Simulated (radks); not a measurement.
Results of a calculation; reference values are marked as such.
Question: Ionisation of Rh2+, [Kr] 4d7, to Rh3+, [Kr] 4d6, under several functionals. Scalar-relativistic Kohn-Sham, spin-polarised, spherical densities, point nucleus; open shells are filled with parallel spins first (spin-orbit coupling, left out, can overturn this in heavy ions); a radial shooting solver on a logarithmic mesh with Libxc functionals. The NIST Atomic Spectra Database gives 31.060 eV (semi-empirical). Rank these functionals by the error of their Delta-SCF ionisation energy: PBE; LDA (Slater exchange, Perdew-Wang correlation); AM05; HCTH/407; BLYP; Wu-Cohen GGA; exchange-only PBE.

Answer: From best to worst: AM05 30.966 eV (-0.094); Wu-Cohen GGA 30.918 eV (-0.142); PBE 30.912 eV (-0.148); HCTH/407 31.212 eV (+0.152); BLYP 30.901 eV (-0.159); LDA (Slater exchange, Perdew-Wang correlation) 31.317 eV (+0.257); exchange-only PBE 29.597 eV (-1.463). Open shells are spherical and high-spin; term and fine-structure splittings are not resolved.
